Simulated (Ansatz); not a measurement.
C4H4S, charge -1, doublet, at a GFN2-xTB geometry (a state made from the parent by changing its charge; the spin is typed, not shown lowest) (a gas-phase anion, which may not be bound at this level). Base run: B3LYP/3-21G run with Ansatz (a program for electronic structure).

Geometry (Å):
```xyz
9

C      0.3786    -1.4080     0.1708
C     -0.9640    -1.0875     0.2072
C     -1.2303     0.2474    -0.1097
S      0.2779     1.1848    -0.1794
C      1.2196    -0.2930     0.1166
H      0.7726    -2.4146     0.2699
H     -1.7624    -1.8049     0.3692
H     -2.1306     0.7947     0.1310
H      2.2503    -0.2843    -0.2083
```
Charge -1, spin multiplicity 2.
Orbitals are unrestricted.
All else is at Ansatz's defaults.

Each row names what was changed in the base input (with any setting that the change needs).

| change | basis functions | E (Eh) |
|---|---|---|
| base | 57 | -550.11067 |
| basis = x2c-TZVPall; relativity = spin-free X2C | 185 | -554.19931 |
| basis = x2c-SVPall; relativity = spin-free X2C; nucleus = Gaussian | 94 | -553.85953 |
| basis = x2c-SVPall; relativity = spin-free X2C | 94 | -553.85985 |
| basis = ANO-RCC-VDZP; relativity = none | 94 | -552.74809 |
| basis = ANO-RCC-VDZP; relativity = spin-free X2C | 94 | -554.17687 |
| basis = ANO-RCC-VDZP; relativity = spin-free X2C; nucleus = Gaussian | 94 | -554.17650 |
| basis = x2c-TZVPall; relativity = none | 185 | -552.87185 |
| basis = x2c-SVPall; relativity = none | 94 | -552.60064 |
| basis = x2c-TZVPall; relativity = spin-free X2C; nucleus = Gaussian | 185 | -554.19896 |

Total energies compare only within one method and basis.

Ansatz warned in this series: the basis is contracted for relativity, which the run leaves out.

A gas-phase anion may not be bound at this level; its values then depend on the basis.

Basis sets contracted for a relativistic Hamiltonian are a mismatch without it, so the rows without relativity aren't non-relativistic limits. No row has spin-orbit coupling; sets with core potentials leave out the core electrons.
